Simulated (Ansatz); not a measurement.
# Energy profile

The step: SnSiH₆ ([SiH3][SnH3]) + H₂O → SnH₄O ([OH][SnH3]) + SiH₄; bonds formed: Sn1–O7, Si2–H6; bonds broken: Sn1–Si2, H6–O7 (atoms numbered as in the saddle structure below).

```xyz
11
angstrom
Sn -0.7429 -1.3321 -0.2226
Si 0.1407 1.7145 0.0049
H -0.6117 -3.0179 0.0580
H -1.7763 -0.6597 0.9478
H -1.0801 -1.0098 -1.8498
H 1.1232 0.0251 0.1242
O 1.3622 -1.0922 0.0675
H -0.1269 2.2574 1.3757
H 1.1011 2.6654 -0.6394
H -1.1501 1.9066 -0.7370
H 1.7608 -1.4575 0.8707
```

Electronic energies by CCSD(T) at an estimated basis limit (MP2 extrapolated from triple and quadruple zeta, plus CCSD(T) − MP2 in triple zeta), on PBE0-D4/def2-TZVP structures; SnSiH$_{8}$O, singlet; no counterpoise correction. Computed with Ansatz 0.2.0 (basis: def2-TZVPP and def2-QZVPP); correlated methods freeze the cores. Filled d shells of the heavier atoms are correlated. Core potentials replace the inner electrons of the atoms past krypton. The def2 sets are not built for correlating such inner shells, so the correlated values are less sure here. Extrapolation: Hartree–Fock as exp(−7.88 √X), correlation as X^−2.97.

(1) Give the profile in kJ/mol, counted from the separated reactants. (An estimate is asked for; the value comes from the calculation.)

The T1 diagnostic stays at or below 0.015.

## Answers

(1) Computed:
```csv
point,kJ/mol
"separated: SnSiH$_{6}$ (linked as [SiH3][SnH3]; Sn1, Si2, H3, H4, H5, H8, H9, H10; singlet) + H$_{2}$O (H6, O7, H11; singlet)",0.0
start structure,-12.0
saddle,179.1
end structure,9.7
"separated: SnH$_{4}$O (linked as [OH][SnH3]; Sn1, H3, H4, H5, O7, H11; singlet) + SiH$_{4}$ (Si2, H6, H8, H9, H10; singlet)",15.5
```

For scale, one of the runs: CCSD(T)/def2-TZVPP, 235 basis functions, launched by `ansatz run in.yaml --threads 4 --pin off --events-out ev --progress --plain --max-ram 9574MiB`. Time: 2.3 min of wall clock on 4 CPU threads of an Arm Neoverse V1; the host was shared. Peak host memory: 4.5 GiB.
